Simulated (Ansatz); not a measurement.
A structure drawn as `C1CS[SiH2]1`, with this starting geometry:

```xyz
10

C    -0.665    0.465    0.066
C     0.305    0.491   -1.078
S     0.665   -1.300   -1.001
Si    0.296   -0.881    1.036
H    -0.776    1.461    0.628
H    -1.731    0.192   -0.171
H    -0.106    0.786   -2.024
H     1.226    1.117   -0.889
H    -0.630   -1.929    1.685
H     1.417   -0.402    1.748
```

The species carries charge 0 and has multiplicity 1.

(1) Does it keep its bonds when Ansatz relaxes it at PBE-D4/def2-SVP and then PBE0-D4/def2-TZVP?

(2) Give the relaxed structure. (Estimate.)

Atoms count as bonded under 1.1 times the sum of their covalent radii (H–H under 0.85 Å, pairs among N, O and F under 1.55 Å), and a drawn bond as lost past 1.3 times.

## Answers

(1) Yes, every drawn bond is still there and no new one forms.

(2) Computed: 
Z-matrix (Å, degrees):
```
C
Si 1 1.879
C 1 1.542 2 93.6
H 1 1.090 2 118.4 3 -119.8
H 1 1.092 2 110.9 3 114.1
S 2 2.136 1 83.1 3 -12.1
H 2 1.489 1 115.6 3 102.2
H 2 1.487 1 118.1 3 -128.2
H 3 1.090 1 112.1 2 -102.6
H 3 1.090 1 114.1 2 133.3
```
All modes are real.
